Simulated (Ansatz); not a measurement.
Pulling on the B1–H2 bond in BH2I (SMILES BI) (multiplicity 1 held, fragments rigid). Energies count from the point at 1.183 Å.
Geometry at that point (charge 0, multiplicity 1):
```xyz
4

B     -1.0069    -1.5282     0.2633
H     -0.6251    -2.3051     1.0692
H     -1.9865    -1.6589    -0.3861
I      0.1443     0.2190    -0.0377
```

R- and RO- levels are restricted; in cc, def2 and unpolarised 6-31G sets they are followed outwards from rest. Unrestricted levels (U-) break spin symmetry where that is lower. Levels need not reach the same state.

Cores are frozen in the correlated methods. Filled d and f shells under p-block atoms count as core.

Programs: Ansatz (Gaussian orbitals). Each number belongs to the level named beside it. In def2 rows elements past Kr take small-core potentials, without spin–orbit coupling.

What is the computed energy at R = 3.784 Å (U-r2SCAN/def2-TZVPP)?

103.2 kcal/mol

Give the energy at R = 3.784 Å at the level R-SCS-MP2/def2-TZVPP.

136.8 kcal/mol

Predict the energy at R = 3.784 Å from U-MP2/def2-TZVPP.

106.3 kcal/mol

Doubts at one or more of the structures used: a spin-contaminated determinant (U-r2SCAN/def2-TZVPP, U-MP2/def2-TZVPP); a restricted determinant that unrestricted orbitals would lower (R-SCS-MP2/def2-TZVPP).

Ansatz is a first-principles code.
